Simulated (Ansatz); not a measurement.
Reactions of C3H8AlF, SMILES `CC[CH2][AlH][F]`.

Isolated molecules relaxed with PBE0-D4/def2-TZVP in Ansatz; ΔE leaves out vibrations. CCSD(T)/CBS adds triple-zeta CCSD(T) − MP2 to the extrapolated MP2 energy (def2 sets, frozen cores). This one scheme is used for every species. DFT in def2-TZVPP. For Zn outer-core shells are correlated without core-valence functions, which leaves a few kJ/mol of doubt a bond. Scalar relativity is left out up to krypton. One conformer a species, not always the lowest.

```tsv
reaction	CCSD(T)/CBS(def2) (kJ/mol)
`CC[CH2][AlH][F]` + `BOC(=N)Cl` → `N=[C](Cl)[AlH][F]` + `BOCCC`	-11
`CC[CH2][AlH][F]` + `COCC#N` → `C[O][AlH][F]` + `CCCCC#N`	-202
`CC[CH2][AlH][F]` + `F[CH]([SiH3])[ZnH]` → `[F][AlH][CH](F)[SiH3]` + `CC[CH2][ZnH]`	?
`CC[CH2][AlH][F]` + `CC(C)N` → `CC(C)[NH][AlH][F]` + `CCC`	-107
```

Task: Fill in the missing values. (Best estimate.)

Result: The calculation gave: `CC[CH2][AlH][F]` + `F[CH]([SiH3])[ZnH]` → `[F][AlH][CH](F)[SiH3]` + `CC[CH2][ZnH]`: +6.5 kJ/mol.

Largest T1 diagnostic: 0.015, for `F[CH]([SiH3])[ZnH]`.
